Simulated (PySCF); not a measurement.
## Ionisation energy of Ti⁺ by level of theory

Ti⁺ [Ar] 3d2 4s1 (4F) → Ti²⁺ [Ar] 3d2 (3F), as a difference of total energies. All numbers are calculated (PySCF 2.14, the non-relativistic Hamiltonian (point nucleus), in def2-TZVPPD (6s6p4d2f1g, 67 functions)). Correlated levels: valence and next inner shell: [Ne] frozen. The calculations carry no spin-orbit coupling.

| method | ionisation energy (eV) | difference from reference (eV) |
| --- | --- | --- |
| UHF | 12.852 | -0.723 |
| MP2 (valence and next inner shell) | 13.449 | -0.126 |
| SCS-MP2 (valence and next inner shell) | 13.285 | -0.290 |
| CCSD (valence and next inner shell) | 13.433 | -0.142 |
| CCSD(T) (valence and next inner shell) | 13.469 | -0.106 |

Reference: 13.575 eV (measured; NIST Atomic Spectra Database, ionization energies).

These non-relativistic numbers lack the scalar-relativistic shift.

Errors of the correlated levels include the incompleteness of this basis and the frozen core.
